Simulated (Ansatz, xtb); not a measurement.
# Relative energy of two structures of GaH3InO2

We compare a, a doublet given by its coordinates, with b, a doublet given by its coordinates. Both are isolated molecules in the gas phase, relaxed with PBE0-D3(BJ)/def2-SVP.

a (Å):

```xyz
7

Ga    2.0496   -0.3051    0.4351
In    0.9126    1.5580   -2.0966
O     1.0109   -0.5010   -1.1956
O     2.1088    1.5330   -0.1885
H     0.4849   -1.2882   -1.3669
H     1.0681   -0.4527    1.7030
H     2.7381    2.1655    0.1709
```

Close contacts (Å): Ga1–O3 1.94, Ga1–O4 1.94, In2–O3 2.25, In2–O4 2.25, Ga1–H6 1.61, O3–H5 0.96, O4–H7 0.96.

b (Å):

```xyz
7

Ga    1.4079   -0.4577    0.6255
In    3.1888   -0.1333   -1.6797
O    -0.2533    0.2266    0.5677
O     2.7299    0.9041    0.3252
H    -0.3508    0.9768   -0.0265
H     1.7390   -1.5109    1.7362
H     3.2153    1.3259    1.0444
```

Close contacts (Å): Ga1–In2 2.93, Ga1–O3 1.80, Ga1–O4 1.92, In2–O4 2.30, Ga1–H6 1.57, O3–H5 0.96, O4–H7 0.96.

Question: Which of the two would you expect CCSD(T)/def2-SVP + ΔMP2/def2-TZVPP electronic energies to favour?

Answer: Structure a; the calculation gives E(b) − E(a) = +10.5 kcal/mol.

Level by level:

```csv
level,geometry,E(b) − E(a) (kcal/mol),departure from the last row (kcal/mol),"job, with rough time for the two"
PBE0-D3(BJ)/def2-SVP,PBE0-D3(BJ)/def2-SVP,+11.8,+1.2,"optimisation, 2.6 min"
HF/def2-SVP,PBE0-D3(BJ)/def2-SVP,+17.6,+7.0,part of the CCSD(T) run
MP2/def2-SVP,PBE0-D3(BJ)/def2-SVP,+15.0,+4.4,part of the CCSD(T) run
CCSD(T)/def2-SVP,PBE0-D3(BJ)/def2-SVP,+14.2,+3.6,single point
CCSD(T)/def2-SVP + ΔMP2/def2-TZVPP,PBE0-D3(BJ)/def2-SVP,+10.5,,"single point, 2.3 min"
```

None of the levels shown reverses the order. The largest departure from CCSD(T)/def2-SVP + ΔMP2/def2-TZVPP is that of HF/def2-SVP, 7.0 kcal/mol. Levels run at GFN2-xTB geometries aren't shown. The last row adds to CCSD(T) the change of the MP2 difference between the two basis sets, here −3.6 kcal/mol, a large step that makes the value less sure.

With harmonic frequencies from PBE0-D3(BJ)/def2-SVP (ideal gas, rigid rotor, one conformer each, 298.15 K, 1 atm): on the last row, ΔE + ΔZPE = +10.5, ΔH = +10.7, ΔG = +10.1 kcal/mol.

Open shells are spin-unrestricted. The correlated steps freeze 15 core orbitals; the filled d shell of Ga and In is correlated, in a basis made for valence electrons. Atoms past krypton carry core potentials in the def2 sets and no spin–orbit term is included. Programs: Ansatz 0.2.0; the last row on 2 threads of Arm Neoverse V2 on a shared host.
